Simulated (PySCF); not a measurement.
## Orbital picture of CuN

PBE0 at R = 1.773 Å; PySCF, scalar-relativistic core potentials, basis sets Cu cc-pVDZ-PP with ECP10, N cc-pVDZ. State: ³Σ⁻ (triplet), unpaired electrons π ↑↑. Only the outer orbitals are listed, counted within each symmetry, core potentials removing the inner ones.

| spin | orbital | occ. | ε (eV) | on Cu (%) | main shells (%) |
| --- | --- | --- | --- | --- | --- |
| α | 2π | 1 | -9.84 | 59 | 58 Cu d, 41 N p |
| α | 2π | 1 | -9.84 | 59 | 58 Cu d, 41 N p |
| α | 5σ | 1 | -9.72 | 56 | 54 Cu d, 39 N p |
| α | 1δ | 1 | -8.47 | 100 | 100 Cu d |
| α | 1δ | 1 | -8.47 | 100 | 100 Cu d |
| α | 3π | 1 | -7.51 | 46 | 55 N p, 42 Cu d |
| α | 3π | 1 | -7.51 | 46 | 55 N p, 42 Cu d |
| α | 6σ | 1 | -7.05 | 64 | 35 Cu d, 35 N p, 28 Cu s |
| α | 7σ | 0 | -2.36 | 87 | 59 Cu s, 23 Cu p, 13 N p |
| α | 4π | 0 | 0.72 | 97 | 97 Cu p |
| α | 4π | 0 | 0.72 | 97 | 97 Cu p |
| β | 4σ | 1 | -17.59 | 14 | 84 N s |
| β | 5σ | 1 | -8.76 | 75 | 73 Cu d, 19 N p |
| β | 2π | 1 | -8.54 | 95 | 95 Cu d |
| β | 2π | 1 | -8.54 | 95 | 95 Cu d |
| β | 1δ | 1 | -8.35 | 100 | 100 Cu d |
| β | 1δ | 1 | -8.34 | 100 | 100 Cu d |
| β | 6σ | 1 | -6.23 | 62 | 49 Cu s, 36 N p, 12 Cu d |
| β | 7σ | 0 | -2.09 | 71 | 36 Cu s, 29 N p, 28 Cu p |
| β | 3π | 0 | -1.91 | 40 | 60 N p, 36 Cu p |
| β | 3π | 0 | -1.91 | 40 | 60 N p, 36 Cu p |

Which are the highest filled and the lowest empty level, where do they sit, and how wide is the gap?

Highest filled β 6σ at -6.23 eV (in %: 49 Cu s, 36 N p, 12 Cu d); lowest empty α 7σ at -2.36 eV (in %: 59 Cu s, 23 Cu p, 13 N p); the gap at PBE0 is 3.87 eV.

- bond order (Mayer): 1.40
- ⟨S²⟩: 2.069
- charge on Cu (Mulliken, basis-dependent): 0.21
- charge on Cu (Löwdin, basis-dependent): 0.06
- dipole moment (positive dipole means Cu(−)N(+)): -3.09 D
- polarisability along the bond: 53.6 bohr³
- polarisability across the bond: 28.0 bohr³

The state is the lowest single determinant that the PBE0 search found; with open d or f shells the true ground state can be another one.
